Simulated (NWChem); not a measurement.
System: pyrazole (C3H4N2); SMILES c1cn[nH]c1

The following NWChem deck was run.

```
start job
memory heap 200 mb stack 900 mb global 1100 mb
geometry units angstroms noautoz
  C      0.035121     1.196842     0.000000
  C      1.121017     0.292945     0.000000
  N      0.710148    -0.967303     0.000000
  N     -0.615480    -0.887161     0.000000
  C     -1.080868     0.383186     0.000000
  H      0.060212     2.283685     0.000000
  H      2.187783     0.515300     0.000000
  H     -1.162375    -1.738373     0.000000
  H     -2.145443     0.607811     0.000000
end
basis spherical
  * library def2-tzvp
end
dft
  xc pw6b95
  iterations 150
  semidirect filesize 400000000
  mulliken
end
task dft energy
```

NWChem printed, in part:

```
             Northwest Computational Chemistry Package (NWChem) 7.3.0
             --------------------------------------------------------

 CS  symmetry detected

                             Geometry "geometry" -> ""
                             -------------------------

 Output coordinates in angstroms (scale by  1.889725989 to convert to a.u.)

  No.       Tag          Charge          X              Y              Z
 ---- ---------------- ---------- -------------- -------------- --------------
    1 C                    6.0000     0.56491162     1.05802903     0.00000000
    2 C                    6.0000     1.13355066    -0.23535782     0.00000000
    3 N                    7.0000     0.20363970    -1.17997625     0.00000000
    4 N                    7.0000    -0.94702820    -0.51689577     0.00000000
    5 C                    6.0000    -0.79685005     0.82765397     0.00000000
    6 H                    1.0000     1.07220170     2.01954557     0.00000000
    7 H                    1.0000     2.18748269    -0.51223091     0.00000000
    8 H                    1.0000    -1.81621211    -1.03475226     0.00000000
    9 H                    1.0000    -1.64942615     1.50359060     0.00000000

 Effective nuclear repulsion energy (a.u.)     163.5365283021

      Symmetry information
      --------------------

 Group name             Cs
 Group number              2
 Group order               2
 No. of unique centers     9

                                 NWChem DFT Module
                                 -----------------

 Summary of "ao basis" -> "ao basis" (spherical)
 ------------------------------------------------------------------------------
       Tag                 Description            Shells   Functions and Types
 ---------------- ------------------------------  ------  ---------------------
 C                         def2-tzvp                11       31   5s3p2d1f
 N                         def2-tzvp                11       31   5s3p2d1f
 H                         def2-tzvp                 4        6   3s1p

      Symmetry analysis of basis
      --------------------------

        a'        125
        a"         54

            General Information
            -------------------
          SCF calculation type: DFT
          Wavefunction type:  closed shell.
          No. of atoms     :     9
          No. of electrons :    36
           Alpha electrons :    18
            Beta electrons :    18
          Charge           :     0
          Spin multiplicity:     1
          Use of symmetry is: on ; symmetry adaption is: on
          Maximum number of iterations: 150
          AO basis - number of functions:   179
                     number of shells:    71
          Convergence on energy requested:  1.00D-06
          Convergence on density requested:  1.00D-05
          Convergence on gradient requested:  5.00D-04

              XC Information
              --------------
                       PW6B95 Method XC Functional
                     Hartree-Fock (Exact) Exchange  0.280
                    PW6B95 GGA Exchange Functional  0.720
                      PW6B95 Correlation Potential  1.000

             Grid Information
             ----------------
          Grid used for XC integration:  medium
          Radial quadrature: Mura-Knowles
          Angular quadrature: Lebedev.
          Tag              B.-S. Rad. Rad. Pts. Rad. Cut. Ang. Pts.
          ---              ---------- --------- --------- ---------
          C                   0.70       49          10.0       434
          N                   0.65       49          10.0       434
          H                   0.35       45          12.0       434
          Grid pruning is: on
          Number of quadrature shells:   425
          Spatial weights used:  Erf1

      Superposition of Atomic Density Guess
      -------------------------------------

 Sum of atomic energies:        -223.63632503

      Non-variational initial energy
      ------------------------------

 Total energy =    -227.069321
 1-e energy   =    -624.871112
 2-e energy   =     234.265262
 HOMO         =      -0.293542
 LUMO         =       0.026050

      Symmetry analysis of molecular orbitals - initial
      -------------------------------------------------

  Numbering of irreducible representations:

     1 a'          2 a"

  Orbital symmetries:

     1 a'          2 a'          3 a'          4 a'          5 a'
     6 a'          7 a'          8 a'          9 a'         10 a'
    11 a'         12 a"         13 a'         14 a'         15 a'
    16 a'         17 a"         18 a"         19 a"         20 a"
    21 a'         22 a'         23 a'         24 a'         25 a'
    26 a'         27 a'         28 a'

------------------------------------------------------------
EAF file 0: "./job.aoints.0" size=428343296 bytes
------------------------------------------------------------
               write      read    awrite     aread      wait
               -----      ----    ------     -----      ----
     calls:      817         0         0         0         0
   data(b): 4.28e+08  0.00e+00  0.00e+00  0.00e+00
   time(s): 0.00e+00  0.00e+00  0.00e+00  0.00e+00  0.00e+00
rate(mb/s): 0.00e+00  0.00e+00
------------------------------------------------------------

     ---------------------------------------------
      Total Density - Mulliken Population Analysis
     ---------------------------------------------

[...]
```

Level: PW6B95/def2-TZVP. Geometry: optimised at PBE0/def2-SVP.
